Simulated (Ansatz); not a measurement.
Harmonic frequencies (cm⁻¹) at PBE0-D4/def2-TZVP from Ansatz: 136, 136, 136, 250, 250, 250, 310, 310, 310, 685, 685, 723, 723, 723, 780.

Problem. Which molecule is it?
A. `[F][W]([F])(=[S])([Cl])[Cl]`
B. `[O]=[W]([Cl])([Cl])([Cl])[Cl]`
C. `[F][W]([F])([F])([F])([F])[F]`
D. `[CH3][W](=[O])(=[O])[Cl]`

Solution. C.
